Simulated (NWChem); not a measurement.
System: TaH$_{2}$O$_{3}$Cl; SMILES [OH][Ta]([OH])([Cl])=[O]

NWChem input:

```
start job
memory heap 200 mb stack 900 mb global 1100 mb
geometry units angstroms noautoz
  Ta    -0.026499    -0.094608     0.000000
  O      1.591263    -0.665794     0.000000
  Cl     0.020545     2.232950     0.000000
  O     -0.873022    -0.779896    -1.550219
  H     -0.582909    -1.328524    -2.284778
  O     -0.873022    -0.779896     1.550219
  H     -0.582909    -1.328524     2.284778
end
basis spherical
  * library def2-svp
end
ecp
  Ta library def2-ecp
end
dft
  xc mn15
  grid xcoarse
  iterations 150
  mulliken
end
task dft gradient
```

NWChem printed, in part:

```
             Northwest Computational Chemistry Package (NWChem) 7.3.0
             --------------------------------------------------------

 CS  symmetry detected

                             Geometry "geometry" -> ""
                             -------------------------

 Output coordinates in angstroms (scale by  1.889725989 to convert to a.u.)

  No.       Tag          Charge          X              Y              Z
 ---- ---------------- ---------- -------------- -------------- --------------
    1 Ta                  73.0000     0.02001463     0.18500651     0.00000000
    2 O                    8.0000     1.67162247     0.64933277     0.00000000
    3 Cl                  17.0000    -0.08503242    -2.14065566     0.00000000
    4 O                    8.0000    -0.77995196     0.92411021    -1.55021900
    5 H                    1.0000    -0.45463250     1.45262273    -2.28477800
    6 O                    8.0000    -0.77995196     0.92411021     1.55021900
    7 H                    1.0000    -0.45463250     1.45262273     2.28477800

 Effective nuclear repulsion energy (a.u.)     932.5612775827

      Symmetry information
      --------------------

 Group name             Cs
 Group number              2
 Group order               2
 No. of unique centers     5

                                 NWChem DFT Module
                                 -----------------

 Summary of "ao basis" -> "ao basis" (spherical)
 ------------------------------------------------------------------------------
       Tag                 Description            Shells   Functions and Types
 ---------------- ------------------------------  ------  ---------------------
 Ta                         def2-svp                12       32   6s3p2d1f
 O                          def2-svp                 6       14   3s2p1d
 Cl                         def2-svp                 8       18   4s3p1d
 H                          def2-svp                 3        5   2s1p

      Symmetry analysis of basis
      --------------------------

        a'         64
        a"         38

            General Information
            -------------------
          SCF calculation type: DFT
          Wavefunction type:  closed shell.
          No. of atoms     :     7
          No. of electrons :    56
           Alpha electrons :    28
            Beta electrons :    28
          Charge           :     0
          Spin multiplicity:     1
          Use of symmetry is: on ; symmetry adaption is: on
          Maximum number of iterations: 150
          AO basis - number of functions:   102
                     number of shells:    44
          Convergence on energy requested:  1.00D-06
          Convergence on density requested:  1.00D-05
          Convergence on gradient requested:  5.00D-04

              XC Information
              --------------
                         MN15 Method XC Functional
                     Hartree-Fock (Exact) Exchange  0.440
                          MN15 Exchange Functional  1.000
                        MN15 Correlation Potential  1.000

             Grid Information
             ----------------
          Grid used for XC integration:  xcoarse
          Radial quadrature: Mura-Knowles
          Angular quadrature: Lebedev.
          Tag              B.-S. Rad. Rad. Pts. Rad. Cut. Ang. Pts.
          ---              ---------- --------- --------- ---------
          Ta                  1.45       84           8.0       194
          O                   0.60       21          10.0       194
          Cl                  1.00       42          10.0       194
          H                   0.35       21          11.0       194
          Grid pruning is: on
          Number of quadrature shells:   189
          Spatial weights used:  Erf1

      Superposition of Atomic Density Guess
      -------------------------------------

 Sum of atomic energies:        -746.31419371

      Non-variational initial energy
      ------------------------------

 Total energy =    -740.979154
 1-e energy   =   -1557.581210
 2-e energy   =     555.998366
 HOMO         =      -0.451171
 LUMO         =      -0.016659

      Symmetry analysis of molecular orbitals - initial
      -------------------------------------------------

  Numbering of irreducible representations:

     1 a'          2 a"

  Orbital symmetries:

     1 a'          2 a'          3 a"          4 a'          5 a'
     6 a'          7 a'          8 a"          9 a'         10 a'
    11 a"         12 a'         13 a'         14 a"         15 a'
    16 a'         17 a'         18 a"         19 a'         20 a"
    21 a'         22 a'         23 a"         24 a'         25 a"
    26 a'         27 a"         28 a'         29 a'         30 a"
    31 a'         32 a'         33 a'         34 a"         35 a"
    36 a'         37 a'         38 a'

     ---------------------------------------------
      Total Density - Mulliken Population Analysis
     ---------------------------------------------

    Atom       Charge   Shell Charges
 -----------   ------   -------------------------------------------------------
    1 Ta  13    10.32   0.03 -0.32  1.77  0.54  0.32  0.05  5.48  0.59  0.14  1.29  0.25  0.16
    2 O    8     9.15   1.99  1.16  0.73  3.26  2.01  0.01
    3 Cl  17    17.52   2.00  1.99  1.23  0.73  5.94  2.19  3.43  0.01
    4 O    8     8.87   1.99  1.10  0.66  3.14  1.97  0.00
    5 H    1     0.64   0.52  0.06  0.06
    6 O    8     8.87   1.99  1.10  0.66  3.14  1.97  0.00
    7 H    1     0.64   0.52  0.06  0.06

   convergence    iter        energy       DeltaE   RMS-Dens  Diis-err
 ---------------- ----- ----------------- --------- --------- ---------
 d= 0,ls=0.0,diis     1   -743.1811708252 -1.00D+03  3.83D-02  3.48D+00
 d= 0,ls=0.0,diis     2   -740.0087342781  3.17D+00  2.87D-02  3.35D+01
 d= 0,ls=0.0,diis     3   -743.5234085829 -3.51D+00  5.56D-03  4.49D-01
 d= 0,ls=0.0,diis     4   -743.5363929298 -1.30D-02  2.45D-03  3.33D-01
 d= 0,ls=0.0,diis     5   -743.5677422457 -3.13D-02  3.41D-04  2.04D-03
  Resetting Diis
 d= 0,ls=0.0,diis     6   -743.5679577219 -2.15D-04  1.10D-04  2.38D-04
 d= 0,ls=0.0,diis     7   -743.5679818287 -2.41D-05  6.52D-05  1.64D-05
 d= 0,ls=0.0,diis     8   -743.5679804222  1.41D-06  3.67D-05  3.13D-05
 d= 0,ls=0.0,diis     9   -743.5679836168 -3.19D-06  1.01D-05  3.38D-06
 d= 0,ls=0.0,diis    10   -743.5679839472 -3.30D-07  1.82D-06  3.77D-08

         Total DFT energy =     -743.567983947180
      One electron energy =    -1562.349432041615
           Coulomb energy =      619.265686662317
    Exchange-Corr. energy =      -61.087928398342
 Nuclear repulsion energy =      260.603689830460

 Numeric. integr. density =       55.997138588039

                  Occupations of the irreducible representations
                  ----------------------------------------------

                     irrep           alpha         beta
                     --------     --------     --------
                     a'               19.0         19.0
                     a"                9.0          9.0

                       DFT Final Molecular Orbital Analysis
                       ------------------------------------

 Vector   26  Occ=2.000000D+00  E=-3.857455D-01  Symmetry=a"
              MO Center=  9.6D-01,  6.3D-01, -5.6D-11, r^2= 2.4D+00
   Bfn.  Coefficient  Atom+Function         Bfn.  Coefficient  Atom+Function
  ----- ------------  ---------------      ----- ------------  ---------------
    38      0.519374  2 O  pz                41      0.344615  2 O  pz
    19     -0.267417  1 Ta d  1              68      0.201408  4 O  px
    87     -0.201408  6 O  px                71      0.136119  4 O  px
    90     -0.136119  6 O  px                67     -0.102119  4 O  s
    86      0.102119  6 O  s                  9     -0.089945  1 Ta pz

 Vector   27  Occ=2.000000D+00  E=-3.675859D-01  Symmetry=a"
              MO Center= -1.8D-01, -1.6D+00,  1.5D-14, r^2= 2.7D+00
   Bfn.  Coefficient  Atom+Function         Bfn.  Coefficient  Atom+Function
  ----- ------------  ---------------      ----- ------------  ---------------
    59      0.566670  3 Cl pz                56      0.449909  3 Cl pz
    53      0.257046  3 Cl pz                69     -0.133599  4 O  py
    88      0.133599  6 O  py                70     -0.108658  4 O  pz
    89     -0.108658  6 O  pz                72     -0.103312  4 O  py
    91      0.103312  6 O  py                73     -0.083741  4 O  pz

 Vector   28  Occ=2.000000D+00  E=-3.563893D-01  Symmetry=a'
              MO Center=  3.6D-01, -1.3D+00, -1.3D-14, r^2= 3.2D+00
   Bfn.  Coefficient  Atom+Function         Bfn.  Coefficient  Atom+Function
  ----- ------------  ---------------      ----- ------------  ---------------
    57      0.527322  3 Cl px                54      0.415549  3 Cl px
    37      0.258541  2 O  py                51      0.236875  3 Cl px
    36     -0.209937  2 O  px                40      0.182665  2 O  py
    39     -0.138935  2 O  px                58     -0.103279  3 Cl py
    16      0.095698  1 Ta d -2               8     -0.075242  1 Ta py

 Vector   29  Occ=0.000000D+00  E=-1.467783D-02  Symmetry=a"
              MO Center=  1.9D-04, -2.6D-02, -3.9D-11, r^2= 2.5D+00
   Bfn.  Coefficient  Atom+Function         Bfn.  Coefficient  Atom+Function
  ----- ------------  ---------------      ----- ------------  ---------------
    17      0.795889  1 Ta d -1              19     -0.343478  1 Ta d  1
    59      0.255106  3 Cl pz                22      0.216763  1 Ta d -1
    38     -0.163723  2 O  pz                56      0.158749  3 Cl pz
    41     -0.152769  2 O  pz                 9      0.151992  1 Ta pz
    73      0.148157  4 O  pz                92      0.148157  6 O  pz

 Vector   30  Occ=0.000000D+00  E=-8.065023D-03  Symmetry=a'
              MO Center= -6.2D-02,  2.6D-01,  3.5D-11, r^2= 2.3D+00
   Bfn.  Coefficient  Atom+Function         Bfn.  Coefficient  Atom+Function
  ----- ------------  ---------------      ----- ------------  ---------------
    16      0.655893  1 Ta d -2              18      0.577489  1 Ta d  0
    58      0.184041  3 Cl py                69      0.173469  4 O  py
    88      0.173469  6 O  py                20      0.170301  1 Ta d  2
    72      0.165194  4 O  py                91      0.165194  6 O  py
    57      0.163861  3 Cl px                50      0.133466  3 Cl s

 Vector   31  Occ=0.000000D+00  E= 1.935493D-02  Symmetry=a'
              MO Center= -5.3D-02,  3.8D-01, -9.4D-12, r^2= 6.6D+00
   Bfn.  Coefficient  Atom+Function         Bfn.  Coefficient  Atom+Function
  ----- ------------  ---------------      ----- ------------  ---------------
     6      1.206909  1 Ta s                 50     -0.313742  3 Cl s
    67     -0.281789  4 O  s                 86     -0.281789  6 O  s
     3     -0.239135  1 Ta s                 58     -0.229620  3 Cl py
    20     -0.225955  1 Ta d  2              49     -0.168226  3 Cl s
    16      0.161415  1 Ta d -2               2      0.144810  1 Ta s

     ---------------------------------------------
      Total Density - Mulliken Population Analysis
     ---------------------------------------------

    Atom       Charge   Shell Charges
 -----------   ------   -------------------------------------------------------
    1 Ta  13    12.06   0.04 -0.34  1.88  0.45  0.42 -0.01  5.55  0.61  0.27  2.45  0.50  0.22
    2 O    8     8.32   1.99  1.09  0.77  2.81  1.64  0.01
    3 Cl  17    17.27   2.00  1.97  1.23  0.74  5.93  2.24  3.14  0.01
    4 O    8     8.41   1.99  1.04  0.69  2.93  1.76  0.01
    5 H    1     0.77   0.66  0.04  0.07
    6 O    8     8.41   1.99  1.04  0.69  2.93  1.76  0.01
    7 H    1     0.77   0.66  0.04  0.07

     -------------------------------------------
      Total Density - Lowdin Population Analysis
     -------------------------------------------

    Atom       Charge   Shell Charges
 -----------   ------   -------------------------------------------------------
    1 Ta  13    12.95   0.00  0.03  1.10  0.78  0.36  0.15  4.93  1.29  0.50  2.29  1.12  0.41
    2 O    8     8.14   1.97  0.95  0.69  2.67  1.84  0.02
    3 Cl  17    16.91   2.00  1.95  1.00  0.76  5.83  2.33  3.03  0.01
    4 O    8     8.12   1.97  0.85  0.60  2.76  1.93  0.01
    5 H    1     0.88   0.54  0.16  0.18
    6 O    8     8.12   1.97  0.85  0.60  2.76  1.93  0.01
    7 H    1     0.88   0.54  0.16  0.18

     Multipole analysis of the density
     ---------------------------------

     L   x y z        total         alpha         beta         nuclear
     -   - - -        -----         -----         ----         -------
     0   0 0 0      0.000000    -28.000000    -28.000000     56.000000

     1   1 0 0     -0.478623      0.895353      0.895353     -2.269330
     1   0 1 0      0.953463     10.965080     10.965080    -20.976696
     1   0 0 1     -0.000000     -0.000000     -0.000000     -0.000000

     2   2 0 0    -44.404419    -80.462842    -80.462842    116.521265
     2   1 1 0     -0.825716      1.420751      1.420751     -3.667219
     2   1 0 1     -0.000000     -0.000000     -0.000000      0.000000
     2   0 2 0    -38.700481   -197.194304   -197.194304    355.688126
     2   0 1 1     -0.000000     -0.000000     -0.000000     -0.000000
     2   0 0 2    -32.112992   -103.353456   -103.353456    174.593920

            General Information
            -------------------
          SCF calculation type: DFT
          Wavefunction type:  closed shell.
          No. of atoms     :     7
          No. of electrons :    56
           Alpha electrons :    28
            Beta electrons :    28
          Charge           :     0
          Spin multiplicity:     1
          Use of symmetry is: on ; symmetry adaption is: on
          Maximum number of iterations: 150
          AO basis - number of functions:   102
                     number of shells:    44
          Convergence on energy requested:  1.00D-06
          Convergence on density requested:  1.00D-05
          Convergence on gradient requested:  5.00D-04

              XC Information
              --------------
                         MN15 Method XC Functional
                     Hartree-Fock (Exact) Exchange  0.440
                          MN15 Exchange Functional  1.000
                        MN15 Correlation Potential  1.000

             Grid Information
             ----------------
          Grid used for XC integration:  xcoarse
          Radial quadrature: Mura-Knowles
          Angular quadrature: Lebedev.
          Tag              B.-S. Rad. Rad. Pts. Rad. Cut. Ang. Pts.
          ---              ---------- --------- --------- ---------
          Ta                  1.45       84           8.0       194
          O                   0.60       21          10.0       194
          Cl                  1.00       42          10.0       194
          H                   0.35       21          11.0       194
          Grid pruning is: on
          Number of quadrature shells:   189
          Spatial weights used:  Erf1

[...]

                         DFT ENERGY GRADIENTS

    atom               coordinates                        gradient
                 x          y          z           x          y          z
   1 Ta      0.037822   0.349612   0.000000   -0.005768   0.004662   0.000000
   2 O       3.158908   1.227061   0.000000    0.006800   0.001690   0.000000
   3 Cl     -0.160688  -4.045253   0.000000   -0.000428  -0.003854   0.000000
   4 O      -1.473895   1.746315  -2.929489    0.000573   0.002327  -0.003902
   5 H      -0.859131   2.745059  -4.317604   -0.000875  -0.003577   0.005635
   6 O      -1.473895   1.746315   2.929489    0.000573   0.002327   0.003902
   7 H      -0.859131   2.745059   4.317604   -0.000875  -0.003577  -0.005635
```

Level: MN15/def2-SVP with def2 effective core potentials on Ta. Geometry: optimised at PBE0/def2-SVP. No frequency run checked for a minimum. def2 effective core potentials on Ta; no spin-orbit coupling.
